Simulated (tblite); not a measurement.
Compound: C6H10GeSe.
SMILES with atom numbers: `[CH:1]#[C:2]/[CH:3]=[CH:4]\[Ge@H:5]([SeH:6])[CH2:7][CH3:8]` (hydrogens: H9 on C1; H10 on C3; H11 on C4; H12 on Ge5; H13 on Se6; H14, H15 on C7; H16, H17, H18 on C8)

Computed with GFN2-xTB (tblite), gas phase: L-BFGS steps from a force-field or distance-geometry start until the largest atomic force falls under 0.01 eV/Å.

Step 11: E = -624.3983 eV
```
atom  x, y, z in Å  |  force x, y, z in eV/Å
C1     -2.1780    0.6036    1.9604    0.011   0.023   0.197
C2     -2.3375    0.5186    0.7744   -0.095   0.004  -0.244
C3     -2.4665    0.3935   -0.6212   -0.052   0.076   0.013
C4     -1.5366   -0.2218   -1.3507    0.258  -0.123  -0.116
Ge5     0.1584   -1.0132   -0.6748   -0.070   0.327  -0.119
Se6    -0.0505   -1.6726    1.5975    0.038  -0.289  -0.055
C7      1.6624    0.3617   -0.8959   -0.217  -0.252   0.075
C8      2.1926    0.9214    0.4255   -0.085  -0.023  -0.106
H9     -2.0289    0.6295    2.9958   -0.045   0.098   0.170
H10    -3.3644    0.8266   -1.0592    0.114  -0.036   0.011
H11    -1.6518   -0.2587   -2.4282   -0.061  -0.075   0.058
H12     0.4421   -2.2541   -1.5486   -0.048   0.063   0.124
H13     0.4726   -3.0221    1.4982    0.051   0.157  -0.128
H14     2.4435   -0.1454   -1.4646    0.034   0.069   0.106
H15     1.2568    1.1474   -1.5392    0.107  -0.049   0.134
H16     3.2768    0.9044    0.4633    0.081  -0.043  -0.057
H17     1.8241    0.3406    1.2738    0.078   0.005  -0.011
H18     1.8762    1.9471    0.5821   -0.099   0.068  -0.052
```

Step 12: E = -624.4130 eV
```
atom  x, y, z in Å  |  force x, y, z in eV/Å
C1     -2.1863    0.6120    1.9634   -0.001  -0.005   0.018
C2     -2.3361    0.5165    0.7746   -0.126   0.073   0.021
C3     -2.4716    0.3933   -0.6196    0.125   0.007  -0.054
C4     -1.5396   -0.2288   -1.3454    0.161  -0.037  -0.088
Ge5     0.1598   -1.0099   -0.6776   -0.109   0.250  -0.085
Se6    -0.0559   -1.6829    1.5809    0.006  -0.214   0.024
C7      1.6659    0.3572   -0.8910   -0.228  -0.243   0.064
C8      2.1972    0.9218    0.4274   -0.045   0.018  -0.072
H9     -2.0369    0.6412    3.0004   -0.049   0.089   0.099
H10    -3.3599    0.8355   -1.0668    0.091  -0.061   0.054
H11    -1.6590   -0.2687   -2.4208   -0.052  -0.072  -0.001
H12     0.4348   -2.2605   -1.5366   -0.032   0.070   0.089
H13     0.4888   -3.0147    1.4605    0.078   0.071  -0.112
H14     2.4522   -0.1542   -1.4506   -0.034   0.132   0.058
H15     1.2452    1.1404   -1.5305    0.224  -0.083   0.117
H16     3.2846    0.9141    0.4583   -0.021  -0.058  -0.041
H17     1.8331    0.3473    1.2829    0.102  -0.011  -0.049
H18     1.8748    1.9466    0.5789   -0.089   0.074  -0.044
```

Step 13: E = -624.4259 eV
```
atom  x, y, z in Å  |  force x, y, z in eV/Å
C1     -2.1934    0.6191    1.9664   -0.007  -0.026  -0.113
C2     -2.3375    0.5164    0.7754   -0.115   0.119   0.221
C3     -2.4730    0.3931   -0.6190    0.243  -0.046  -0.069
C4     -1.5397   -0.2349   -1.3423    0.019   0.071  -0.044
Ge5     0.1591   -1.0032   -0.6819   -0.121   0.084   0.006
Se6    -0.0605   -1.6960    1.5678   -0.047  -0.074   0.065
C7      1.6648    0.3490   -0.8851   -0.140  -0.143   0.055
C8      2.2001    0.9227    0.4276   -0.010   0.043  -0.012
H9     -2.0448    0.6529    3.0056   -0.061   0.078   0.004
H10    -3.3543    0.8419   -1.0721    0.066  -0.080   0.069
H11    -1.6660   -0.2787   -2.4152   -0.040  -0.068  -0.063
H12     0.4279   -2.2641   -1.5244   -0.017   0.082   0.055
H13     0.5042   -3.0069    1.4262    0.126  -0.057  -0.109
H14     2.4586   -0.1589   -1.4377   -0.081   0.132   0.014
H15     1.2402    1.1327   -1.5210    0.266  -0.079   0.068
H16     3.2905    0.9212    0.4534   -0.114  -0.057  -0.044
H17     1.8429    0.3529    1.2894    0.103  -0.024  -0.057
H18     1.8720    1.9473    0.5752   -0.069   0.046  -0.046
```

Question: Estimate the geometry and energy of step 14. (The exact step hangs on the optimiser's Hessian estimate; all steps are aligned on step 13, rigid shifts and turns removed.)

Answer: E = -624.4366 eV, largest force 0.297 eV/Å
```
atom  x, y, z in Å  |  force x, y, z in eV/Å
C1     -2.1995    0.6250    1.9688   -0.004  -0.034  -0.142
C2     -2.3424    0.5190    0.7771   -0.066   0.124   0.262
C3     -2.4706    0.3930   -0.6186    0.245  -0.048  -0.038
C4     -1.5388   -0.2396   -1.3413   -0.084   0.143  -0.016
Ge5     0.1561   -0.9975   -0.6857   -0.106  -0.085   0.114
Se6    -0.0654   -1.7091    1.5596   -0.085   0.037   0.067
C7      1.6612    0.3390   -0.8781   -0.009  -0.003   0.044
C8      2.2018    0.9247    0.4274    0.001   0.041   0.043
H9     -2.0524    0.6642    3.0098   -0.074   0.070  -0.060
H10    -3.3482    0.8456   -1.0740    0.045  -0.091   0.060
H11    -1.6727   -0.2884   -2.4120   -0.031  -0.059  -0.102
H12     0.4220   -2.2668   -1.5140   -0.005   0.093   0.027
H13     0.5197   -3.0007    1.3942    0.162  -0.150  -0.102
H14     2.4618   -0.1597   -1.4275   -0.091   0.074  -0.016
H15     1.2421    1.1242   -1.5125    0.233  -0.036   0.004
H16     3.2935    0.9266    0.4495   -0.156  -0.046  -0.063
H17     1.8540    0.3573    1.2935    0.078  -0.036  -0.029
H18     1.8691    1.9495    0.5721   -0.054   0.006  -0.052
```

The energy changes by -0.0108 eV. The first-order estimate −F·Δx gives -0.0148 eV and the mean of the old and new forces, exact on a quadratic surface, -0.0107 eV. The step makes an angle of 67° with the force vector and moves no atom by more than 0.036 Å.

The cost below is that of the whole relaxation. On an Arm Neoverse N1 with one thread, no GPU, shared host, this took 2.2 s of wall time.
